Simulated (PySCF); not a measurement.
InCl₂, SMILES [Cl][In+][Cl], charge +1. Geometry optimised at r2SCAN-D4/def2-TZVP. The multiplicity is an assumed one; other spin states were not compared. The isomer is the one that the SMILES or the coordinates give; other isomers of the formula were not compared. The def2 effective core potentials stand for the cores of In; spin–orbit coupling is left out.

Method: PySCF 2.14.0 with r2SCAN-D4/def2-TZVP.

Harmonic wavenumbers (cm⁻¹): 92, 92, 382, 500. Rotational constants (GHz): 1.465 (linear); symmetry number 2.

Problem. Work out the zero-point energy and the ideal-gas rigid-rotor harmonic-oscillator thermochemistry at 298.15 K and 1 atm.

Solution. ZPE = ½ Σ hcν = ½ × 1066 cm⁻¹ = 1.52 kcal/mol. H − E(el) = 4.88 kcal/mol. Entropy in cal/(mol K): translation 41.56, rotation 17.21, vibration 8.91, total 67.68. G − E(el) = -15.30 kcal/mol. Cp = 13.63 cal/(mol K). Modes under 150 cm⁻¹ make the vibrational entropy uncertain.
